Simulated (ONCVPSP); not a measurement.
## scandium ONCV: all-electron and pseudo phase curves

- Element: scandium
- Generator: ONCVPSP 4.0.1
- Type: optimised norm-conserving Vanderbilt (ONCV)
- Functional: BLYP
- Relativity: scalar-relativistic
- Frozen core: [Ne]
- Valence charge: 11
- Reference configuration: 3s2 3p6 3d1 4s1 (charge +1)
- Partial waves: 3s+4s: rc 2.05 bohr, ncon 3, nbas 7, qcut 6.5 1/bohr, 3 projectors, debl 3.4 Ha; 3p: rc 1.25 bohr, ncon 4, nbas 7, qcut 7.5 1/bohr, 2 projectors, debl 1.6 Ha; 3d: rc 2.10 bohr, ncon 3, nbas 8, qcut 7.8 1/bohr, 1 projector
- Local potential: polynomial inside 0.95 bohr (lpopt 5, dvloc0 0 Ha)
- Core correction: Teter function, parameters optimised by the program

The phase is arctan(r·R′/R) of the radial function R(r), unwrapped; energies in Ha, scanned from -4 to 5 Ha. A pole is an energy at which the radial function vanishes at the test radius. The pseudo phase is shifted by a multiple of π to meet the all-electron one at the reference energy, and phase errors are pseudo minus all-electron; the curves can meet again beyond the range given. Levels narrower than the energy grid can be missing from the lists of poles.

Q: For each channel, where are the poles, and over which energies does the pseudopotential scatter like the atom?

A:

```json
{"channel": "s", "radius (bohr)": "2.08", "reference energy (Ha)": "-0.36", "poles, all-electron": "-2.14, 2.93", "poles, pseudo": "-2.14, 2.93", "unbroken range about the reference energy with phases within 0.05 rad": "the whole range", "phase error 1 Ha above the reference energy (rad)": "-0.000"}
{"channel": "p", "radius (bohr)": "1.27", "reference energy (Ha)": "-1.49", "poles, all-electron": "0.97", "poles, pseudo": "0.97", "unbroken range about the reference energy with phases within 0.05 rad": "the whole range", "phase error 1 Ha above the reference energy (rad)": "-0.000"}
{"channel": "d", "radius (bohr)": "2.13", "reference energy (Ha)": "-0.36", "poles, all-electron": "0.01, 3.67", "poles, pseudo": "0.02, 4.66", "unbroken range about the reference energy with phases within 0.05 rad": "below 0.5", "phase error 1 Ha above the reference energy (rad)": "+0.066"}
```

Phases in the s channel:

```csv
E (Ha),all-electron,pseudo
-3.98,1.309,1.309
-3.74,1.290,1.290
-3.50,1.265,1.265
-3.26,1.229,1.229
-3.02,1.171,1.171
-2.78,1.050,1.050
-2.54,0.561,0.561
-2.30,-1.264,-1.264
-2.06,-1.641,-1.641
-1.82,-1.761,-1.761
-1.58,-1.839,-1.839
-1.34,-1.910,-1.910
-1.10,-1.990,-1.990
-0.86,-2.095,-2.095
-0.62,-2.247,-2.247
-0.38,-2.493,-2.493
-0.14,-2.894,-2.894
0.10,-3.423,-3.423
0.34,-3.865,-3.865
0.58,-4.140,-4.140
0.82,-4.305,-4.306
1.06,-4.412,-4.412
1.30,-4.486,-4.486
1.54,-4.541,-4.541
1.78,-4.583,-4.583
2.02,-4.618,-4.618
2.26,-4.647,-4.647
2.50,-4.672,-4.672
2.74,-4.695,-4.695
2.98,-4.716,-4.716
3.22,-4.737,-4.737
3.46,-4.758,-4.758
3.70,-4.779,-4.779
3.94,-4.801,-4.801
4.18,-4.826,-4.827
4.42,-4.856,-4.856
4.66,-4.891,-4.893
4.90,-4.938,-4.940
```
